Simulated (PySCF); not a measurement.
MgHI, SMILES [I][MgH]. Heavy atoms are numbered as in [MgH:1][I:3]. Hydrogens are named by the atom that carries them.

Geometry optimised at B3LYP-D3(BJ)/def2-TZVP. The def2 effective core potentials stand for the cores of I; spin–orbit coupling is left out.

Calculation: PBE0/def2-TZVPD run with PySCF.

Mulliken values depend strongly on the basis, most of all with diffuse functions as here. ESP charges are fitted to the potential on shells at 1.4 to 2.0 van der Waals radii. Atomic charges (e), one atom of each kind:

```csv
atom,Mulliken,ESP fit
Mg1 (MgH),0.27,0.71
H on Mg1,-0.12,-0.34
I3,-0.15,-0.37
```
